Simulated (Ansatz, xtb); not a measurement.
# A geometry optimisation of BF2HSi with r2SCAN-D4/def2-SVP

The starting geometry of this gas-phase singlet has its atoms placed at random.

```xyz
5

B     0.2775   -0.2097    1.0372
F    -1.1433   -0.8637   -0.2755
F     1.2297    0.6400   -0.7477
Si   -0.5792    1.3077   -0.6946
H     1.1501    1.6689   -0.2482
```

Problem. One run relaxed it with r2SCAN-D4/def2-SVP. What is a likely outcome?

Solution. It ends as a structure given below by its coordinates. Contacts that close: B1–F2 (2.04 → 1.36 Å), F3–Si4 (1.93 → 1.63 Å), Si4–H5 (1.82 → 1.67 Å).

The energy falls by 6.01 eV over 18 steps:

```tsv
step	E − E(last) (eV)
1	6.006
3	3.775
5	2.804
7	0.786
9	0.157
10	0.046
12	0.012
14	0.001
16	0.000
18	0.000
```

Final geometry (Å):

```xyz
5

B     0.1697   -0.2249    1.0552
F    -0.6263   -0.5611   -0.0007
F     1.1264    0.7089   -1.6550
Si   -0.1663    1.4049   -0.9365
H     0.4312    1.2153    0.6081
```

From the same start GFN2-xTB ends elsewhere, differing in B1–Si4 (1.85 against 2.60 Å here).

From so rough a start the end depends on the optimiser's path, so another program may land elsewhere. The end wasn't checked by frequencies. Run with Ansatz 0.2.0, 17 s on 1 thread of Intel(R) Xeon(R) 6975P-C (Granite Rapids), with other jobs on the host.
